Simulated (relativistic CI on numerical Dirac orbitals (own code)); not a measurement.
**Radial parameters of Zn III**

Method of calculation: Dirac-Coulomb-Breit CI, orbitals from a KLI potential per configuration, model QED, valence Slater integrals scaled by 0.85, P86 correlation energy added to each configuration (own radial code, finite nucleus).

Slater integrals F^k, G^k are unscaled and averaged over j, outside the closed core [Ar]; ζ comes from projecting the Hamiltonian with its Breit term on Σ l·s of the shell.

- 3d⁹4s: ζ(3d) = 1070.3, G^2(3d,4s) = 12461 cm⁻¹; <r>(3d) = 0.8246, <r^2>(3d) = 0.8709, <r>(4s) = 2.15, <r^2>(4s) = 5.272 (bohr units).
- 3d⁹4p: ζ(3d) = 1078.1, F^2(3d,4p) = 20420, G^1(3d,4p) = 7941.7, G^3(3d,4p) = 6783.6, ζ(4p) = 924.38 cm⁻¹; <r>(3d) = 0.8206, <r^2>(3d) = 0.8598, <r>(4p) = 2.604, <r^2>(4p) = 7.761 (bohr units).
- 3d⁸4s²: F^2(3d,3d) = 120950, F^4(3d,3d) = 75610, ζ(3d) = 1155.1 cm⁻¹; <r>(3d) = 0.7864, <r^2>(3d) = 0.781 (bohr units).

**Question.** Give the Racah parameters of the d shell in 3d⁸4s².

**Answer.** B = F²/49 − 5F⁴/441 = 1611 cm⁻¹ and C = 35F⁴/441 = 6001 cm⁻¹; values fitted to spectra at such low charge are typically 15 to 30 % smaller.

In this model ζ of a weakly bound d, f or g electron outside closed shells comes out too small, for d by up to a factor of two or three and at times with the wrong sign; that of an outer p electron is too small as well.

Correlation outside the listed configurations is missing or only estimated: errors of thousands of cm⁻¹ between configurations and terms are usual at this charge. Rates and lifetimes follow the computed energies and can be off by large factors. The fine structure of a lone outer electron comes out too small, for d and f at times inverted, and misplaced configurations move strength between like terms. 44 of the 56 excited levels that our extract of the measured tables holds in this range could be paired (the sources list more); they are missed by 10549 cm⁻¹ on average and 13960 at most, and levels without a partner can miss by more.

Averages of the first 10 configurations, taken without configuration mixing, which lowers the lowest level and can move excited configurations by several eV; other configurations of the list can lie among them:

```tsv
Configuration	Parity	States	Average energy above the lowest level (eV)
3d¹⁰	even	1	0.1
3d⁹4s	even	20	9.2
3d⁹4p	odd	60	16.8
3d⁸4s²	even	45	24.6
3d⁹5s	even	20	25.4
3d⁹4d	even	100	25.6
3d⁹5p	odd	60	27.8
3d⁸4s4p	odd	540	31.7
3d⁹4f	odd	140	30.9
3d⁹5d	even	100	31.2
```
